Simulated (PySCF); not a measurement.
**Dipole moment and polarisability of `Cc1ccccc1C#P`**

Compound: C₈H₇P.
Geometry (GFN2-xTB, Å), atoms numbered from 1 in this order:
```
atom  x, y, z in Å
C1     1.8572   -1.0452    0.0312
C2     0.4694   -0.4854    0.0150
C3    -0.6459   -1.3044    0.0464
C4    -1.9270   -0.7757    0.0312
C5    -2.1116    0.5971   -0.0164
C6    -1.0170    1.4359   -0.0484
C7     0.2790    0.9085   -0.0339
C8     1.3796    1.7728   -0.0664
P9     2.6055    2.7348   -0.1037
H10    1.8379   -2.1315    0.0721
H11    2.4075   -0.6700    0.8945
H12    2.4027   -0.7353   -0.8606
H13   -0.5116   -2.3764    0.0846
H14   -2.7812   -1.4359    0.0563
H15   -3.1088    1.0116   -0.0282
H16   -1.1434    2.5082   -0.0853
```

Level: wB97X-D/def2-SVPD (PySCF), static field, nuclei fixed, core orbitals frozen in the response. The polarisability tensor in these axes (au):

```
x   160.28  34.18  -1.44
y    34.18 140.18  -2.54
z    -1.44  -2.54  70.38
```

Q: Diagonalise the tensor; give its mean and Δα, where Δα² is half the sum of the squared differences of the eigenvalues.

A: Principal values 70.28, 114.63 and 185.92 au; mean 123.61 au = 18.32 Å³ = 20.38 × 10⁻⁴⁰ C²·m²/J; Δα = 101.04 au (82 % of the mean).

Q: What is the dipole moment, and where does it point?

A: (-1.03, -1.31, 0.05) D, 1.67 D in size, pointing from the negative to the positive side. Measured along this direction, the outermost atoms are P9 at the negative end and H14 at the positive end.

Q: Molar refractivity from α?

A: Lorentz–Lorenz: R = (4π/3)N_A α = 2.5225 cm³/(mol·Å³) × 18.32 Å³ = 46.2 cm³/mol, in the limit of long wavelengths.

Q: In a dilute gas of rigid molecules at 400 K, how does the orientational term μ²/3kT compare with the electronic polarisability?

A: In Gaussian units μ²/3kT = 16.75 Å³ against 18.32 Å³, a ratio of 0.91; the Debye molar polarisation (4π/3)N_A(α + μ²/3kT) is 88.5 cm³/mol, leaving out the vibrational part.

Q: Form Σ f/ω² (atomic units) for the 8 lowest TDDFT singlets, given as eV and f, and set it beside the mean polarisability, which is this sum over all singlets: 3.91, 0.0000; 4.08, 0.1814; 4.21, 0.0000; 4.83, 0.0177; 5.74, 0.4079; 6.08, 0.2380; 6.29, 0.0000; 6.68, 0.8473.

A: They add up to 36.63 au, 29.6 % of the 123.61 au; the largest single term is 14.06 au, from the state at 6.68 eV. Terms in order: 0.00, 8.08, 0.00, 0.56, 9.15, 4.77, 0.00, 14.06 au. Higher excitations give the rest. The strengths listed sum to 1.692.

Isolated species at its GFN2-xTB geometry, gas phase.
